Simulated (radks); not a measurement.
Results of a calculation; reference values are marked as such.
Excited configurations of Se: one electron is placed in a higher orbital outside [Ar] 3d10 4s2 4p3. The ground configuration is [Ar] 3d10 4s2 4p4. Code: a radial shooting solver on a logarithmic mesh with Libxc functionals. Model: scalar-relativistic Kohn-Sham, LDA (Slater exchange, Perdew-Wang correlation), spin-polarised, spherical densities, finite nucleus; open shells are filled with parallel spins first; Fermi nuclear charge, rms radius 4.14 fm. Excitation = E - E(ground); binding = E(ion) - E, where the ion is the core of charge +1; n* = 1/sqrt(2 binding) in atomic units, and the quantum defect is n - n*.

outer orbital,excitation (eV),binding (eV),quantum defect,<r> (bohr)
5f,9.266,0.639,0.386,29.23
6s,8.110,1.795,3.247,12.28
6p,8.563,1.342,2.816,15.59
7s,8.875,1.030,3.365,21.65
7p,9.074,0.831,2.954,26.21
7d,9.349,0.556,2.055,38.33
7f,9.559,0.346,0.730,61.43

The Delta-SCF ionisation energy is 9.905 eV (NIST Atomic Spectra Database: 9.752 eV, measured). Self-interaction in the functional shifts the binding energies and quantum defects, so they are the method's values and not measured ones. Open shells are spherical and high-spin; term and fine-structure splittings are not resolved.
